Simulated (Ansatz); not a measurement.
**Two isomers of AlClFH2Si**

Structure a is `[F][Al][SiH2]Cl`, a doublet and structure b is `F[SiH2][Al][Cl]`, a doublet. Both are isolated molecules in the gas phase, relaxed with r2SCAN-D4/def2-SVP; the shapes shown needn't be the lowest conformers.

a (Å):

```xyz
6

Al    0.1832    1.8922   -0.4641
Cl    1.3085   -1.6411    0.6338
F    -1.1459    1.1978   -1.2056
Si    1.8068    0.3849    0.7167
H     1.9021    0.7891    2.1549
H     3.1690    0.5605    0.1215
```

b (Å):

```xyz
6

Al    2.1373   -0.8836   -0.3013
Cl    0.9245   -1.8509   -1.7531
F    -0.2748    1.5843    0.3252
Si    1.2188    1.1479    0.8297
H     2.1423    2.3049    0.6026
H     1.1586    0.9087    2.3070
```

Problem. Estimate E(b) − E(a) at the level CCSD(T)/def2-SVP + ΔMP2/def2-TZVPP.

Solution. Calculated at CCSD(T)/def2-SVP + ΔMP2/def2-TZVPP: E(b) − E(a) = −2.1 kcal/mol, so structure b lies lower.

The same difference at several levels:

```
                             level            geometry  E(b) − E(a) (kcal/mol)  departure from the last row (kcal/mol)  job, with rough time for the two
                r2SCAN-D4/def2-SVP  r2SCAN-D4/def2-SVP                      −1.3                                    +0.8                optimisation, 47 s
                       HF/def2-SVP  r2SCAN-D4/def2-SVP                      −3.2                                    −1.1           part of the CCSD(T) run
                      MP2/def2-SVP  r2SCAN-D4/def2-SVP                      −1.0                                    +1.1           part of the CCSD(T) run
                  CCSD(T)/def2-SVP  r2SCAN-D4/def2-SVP                      −1.3                                    +0.7                      single point
CCSD(T)/def2-SVP + ΔMP2/def2-TZVPP  r2SCAN-D4/def2-SVP                      −2.1                                                        single point, 25 s
```

As drawn, b has 1 F–Si, 1 Al–Cl in place of 1 Al–F, 1 Cl–Si.

None of the levels shown reverses the order. The largest departure from CCSD(T)/def2-SVP + ΔMP2/def2-TZVPP is that of HF/def2-SVP, 1.1 kcal/mol. Levels run at GFN2-xTB geometries aren't shown. The last row adds to CCSD(T) the change of the MP2 difference between the two basis sets, here −0.7 kcal/mol.

With harmonic frequencies from r2SCAN-D4/def2-SVP (ideal gas, rigid rotor, one conformer each, 298.15 K, 1 atm): on the last row, ΔE + ΔZPE = −1.8 kcal/mol. A mode under 50 cm⁻¹ makes harmonic enthalpies and free energies unreliable, so none is given.

Open shells are spin-unrestricted. The correlated steps freeze 16 core orbitals. Programs: Ansatz 0.2.0; the last row on 1 thread of Intel(R) Xeon(R) 6975P-C (Granite Rapids) on a shared host.
